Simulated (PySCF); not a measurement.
# One molecule, several mistakes: CGeH8Si

Calculated results; nothing here was measured. The program is PySCF 2.14.0, an open-source quantum chemistry code, run on an isolated molecule that a program drew, which may never have been made. The molecule is CGeH8Si (charge 0, singlet), drawn as the SMILES string `C[SiH2][GeH3]`.

Each row is a Hartree-Fock (HF) and frozen-core CCSD(T) single point in the cc-pV(D+d)Z basis, meant for a local HF minimum. Run 1 is clean. Each other run has one planted mistake out of seven kinds, and not every kind appears here: one electron removed, one electron added, multiplicity raised by two, geometry at a saddle point, minimal basis STO-3G, one bond length entered in bohr, all coordinates scaled. The reference is restricted for singlets and unrestricted otherwise, and also for a bond in bohr. Adding or removing an electron swaps singlet and doublet. Electrons count all cores. HOMO and LUMO are orbital energies over both spins, the gradient is its largest component, and the lowest frequency (negative if imaginary) is given only where the gradient is small. Bond lengths are over the 10 bonds as drawn. T1 is the CCSD diagnostic: over 0.02 (restricted) or 0.045 (unrestricted) a single reference is doubtful. Germanium has the cc-pVDZ-PP basis, with a core potential (ECP10MDF) in place of its 10 inner electrons, and its 3s, 3p and 3d shells are frozen in CCSD(T).

Geometry of the clean run:
```xyz
11
CGeH8Si, angstrom
C     0.6741   -0.7990    1.5163
Si    0.2516   -0.6590   -0.3165
Ge   -2.0582   -1.1867   -0.7400
H     0.0617   -0.1169    2.1117
H     0.5025   -1.8154    1.8800
H     1.7246   -0.5500    1.6886
H     0.5162    0.7211   -0.7961
H     1.1007   -1.5856   -1.1069
H    -2.9874   -0.2372    0.0307
H    -2.3834   -2.6210   -0.2975
H    -2.3883   -1.0647   -2.2335
```

```
run,electrons,basis functions,<S^2>,HOMO (eV),LUMO (eV),gradient (hartree/bohr),lowest frequency (cm^-1),mean bond (Å),longest bond (Å),T1,HF (hartree),CCSD(T) (hartree),mistake
1,60,100,0.000,-10.43,3.62,1.5e-05,91,1.5148,2.407,0.0104,-624.84143,-625.26774,no fault
2,60,100,0.000,-10.38,3.54,1.1e-02,-,1.5375,2.443,0.0105,-624.83949,-625.26743,all coordinates scaled
3,60,100,0.941,-8.95,1.17,4.5e-02,-,1.6826,3.564,0.0190,-624.73076,-625.12890,one bond length entered in bohr
4,59,100,0.756,-17.42,-8.25,9.7e-02,-,1.5148,2.407,0.0141,-624.49884,-624.90483,one electron removed
5,60,100,2.011,-3.31,-2.10,5.8e-02,-,1.5148,2.407,0.0203,-624.59693,-625.01934,?
6,61,100,0.760,2.78,8.76,3.1e-02,-,1.5148,2.407,0.0167,-624.72253,-625.17222,?
```

**Which mistake was planted in run 5, and what did it cost?**

Electrons, basis and geometry are unchanged, and <S^2> is 2.011, beside S(S+1) = 2.00 for a multiplicity of 3. So the mistake is: multiplicity raised by two. Subtracting run 1 and multiplying by 627.51 kcal/mol a hartree, the energy moved by 153.4 kcal/mol in HF and 155.9 kcal/mol in CCSD(T).

**Which mistake was planted in run 6, and what did it cost?**

It counts 61 electrons, one more than the clean run, at the same geometry and basis. So the mistake is: one electron added. Subtracting run 1 and multiplying by 627.51 kcal/mol a hartree, the energy moved by 74.6 kcal/mol in HF and 59.9 kcal/mol in CCSD(T).

Cautions from the logs. Run 6: the HOMO is above zero, so the electron isn't bound and the energy depends on the basis.
